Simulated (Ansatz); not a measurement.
`N[BH][SbH2]` + H₂O → `O[BH][SbH2]` + NH₃ at 700 K and 1 bar (formal hydrolysis of a B–N bond).

Gas-phase electronic energies from Ansatz, PBE0-D4/def2-TZVP geometries. CBS: MP2 limit from def2 TZ/QZ plus the TZ coupled-cluster correction, frozen cores. This one scheme is used for every species. def2 core potentials past Kr. For Sb outer-core shells are correlated without core-valence functions, which leaves a few kJ/mol of doubt a bond. Each species was taken in one conformer, which may not be the lowest.

```csv
species,CCSD(T)/CBS energy (Eh),H − E (kJ/mol),S (J/(mol·K))
`N[BH][SbH2]`,-322.54254,200.6,400.7
H₂O,-76.37941,80.5,218.4
`O[BH][SbH2]`,-342.41037,163.3,391.5
NH₃,-56.50880,116.9,226.5
```

H − E and S are ideal-gas, rigid-rotor, harmonic terms from PBE0-D4/def2-TZVP, for one conformer and one mirror image of each species. 1 Eh = 2625.50 kJ/mol, R = 8.31446 J/(mol·K).

Q: By hand: ΔE, ΔH, ΔS and ΔG.

A: ΔE = (-342.41037) + (-56.50880) − (-322.54254) − (-76.37941) = 0.00278 Eh = 7.3 kJ/mol. Δ(H − E) = 163.3 + 116.9 − 200.6 − 80.5 = -0.9, so ΔH = 6.4 kJ/mol. ΔS = 391.5 + 226.5 − 400.7 − 218.4 = -1.1 J/(mol·K). ΔG = 6.4 − 700 × (-1.1)/1000 = 7.2 kJ/mol.

Q: By hand: the equilibrium constant, and the temperature at which ΔG would vanish if ΔH and ΔS stayed fixed.

A: log₁₀ K = −ΔG/(RT ln 10) = -0.5. ΔH and −TΔS have one sign here, so there is no such temperature.

The number of gas molecules stays the same, so ΔS is small and ΔH decides. A doubt of 5 kJ/mol in ΔE shifts log₁₀ K by 0.4 here. Other conformers and mirror images would add mixing entropy, several J/(mol·K) or more a flexible species. These are equilibria of isolated gas molecules and say nothing of rates. Largest T1 diagnostic: 0.015 (customary marks: 0.02 for closed shells, 0.045 for open ones).

ΔS is within the doubt of such terms, so its sign, and with it that verdict, could turn.
